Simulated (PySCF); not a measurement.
A structure optimised at B3LYP-D3(BJ)/def2-SVP, used in a PySCF frequency run:

```
Si
O 1 1.6683
C 2 1.4088 1 126.01
H 3 1.1016 2 108.93 1 -160.27
H 3 1.1057 4 108.01 2 121.30
H 3 1.1068 4 108.12 5 116.66
H 1 1.4993 2 107.41 3 38.32
C 1 1.8916 7 113.08 2 132.47
C 8 1.3593 1 103.98 7 114.52
H 8 1.0986 9 122.90 1 177.40
H 9 1.0986 8 123.10 10 1.67
Si 9 1.9002 11 130.98 8 179.57
H 12 1.4934 9 114.21 11 -68.61
H 12 1.4953 13 107.87 9 -130.70
```
Charge 0, spin multiplicity 1.

**Question.** Write its SMILES and formula.

**Answer.** CO[Si@@H]1C=C[SiH2]1, C3H8OSi2

**Question.** What are its rotational constants (standard atomic weights)?

**Answer.** 5.0520, 1.3904, 1.1932 GHz
